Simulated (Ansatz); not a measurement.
The cluster Al₂F₂, relaxed as a singlet with RKS r2SCAN-D4/def2-TZVP in Ansatz, starting from the GFN2-xTB geometry. Force threshold 0.02 eV/Å.

The structure comes from a short search, and lower isomers may exist.

Start:

```xyz
4

Al    0.845    0.460   -0.986
Al   -0.846   -0.462    0.984
F     1.857    1.047   -2.197
F    -1.856   -1.044    2.199
```

```csv
step,energy (eV),largest force component (eV/Å),SCF passes
1,-18628.3909,2.473,16
2,-18629.0574,0.954,18
3,-18629.3408,0.366,18
4,-18629.4715,0.149,23
5,-18629.5396,0.244,23
6,-18629.5792,0.093,24
7,-18629.5976,0.126,18
8 (rejected),-18629.5317,1.124,24
9,-18629.6143,0.145,20
10,-18629.6277,0.292,20
11,-18629.6761,0.223,18
12,-18629.7416,0.243,19
13,-18629.7703,0.111,18
14,-18629.7710,0.018,21
```

Force components are those of the run's own axes.

End:

```xyz
4

Al    1.3002   -0.0048   -0.7451
Al   -1.3042    0.0024    0.7431
F     1.2618    1.1382   -1.9531
F    -1.2577   -1.1358    1.9551
```

By distances, no bond broke or formed. The bond that changes most is Al1–Al2, from 2.76 to 3.00 Å (atoms count from 1).

No frequencies were taken in this run, so the end may be a saddle point.

It took 13 s on 4 threads of Arm Neoverse V1 on a shared host.
